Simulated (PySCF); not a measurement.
## Interval between two levels of Mg by level of theory

Mg [Ne] 3s2 → Mg [Ne] 3p2 [3P2, M_J = 2], as a difference of total energies. Calculation: PySCF 2.14, in x2c-TZVPall-2c with one added diffuse shell each of s, p, d type (6s6p4d, 44 functions); the two-component X2C-1e Hamiltonian. Correlated levels: [Ne] frozen. "Screened" scales the spin-orbit matrix elements by Boettger's factors to mimic the two-electron term; Breit and QED terms are absent.

```json
{"method": "GHF (spin-free)", "interval between two levels (cm⁻¹)": "50920"}
{"method": "GMP2 (spin-free)", "interval between two levels (cm⁻¹)": "54736"}
{"method": "GHF (screened spin-orbit)", "interval between two levels (cm⁻¹)": "50941"}
{"method": "GMP2 (screened spin-orbit)", "interval between two levels (cm⁻¹)": "54757"}
```

Errors of the correlated levels include the incompleteness of this basis and the frozen core.

The labels give the starting determinants; with spin-orbit coupling the two ends relaxed to ⟨J²⟩ = 0.00, ⟨L²⟩ = 0.00, ⟨S²⟩ = 0.00 and ⟨J²⟩ = 6.00, ⟨L²⟩ = 2.00, ⟨S²⟩ = 2.00.

For comparison: 57874 cm⁻¹ (measured; NIST Handbook of Basic Atomic Spectroscopic Data (Sansonetti and Martin, J. Phys. Chem. Ref. Data 34, 1559 (2005))).
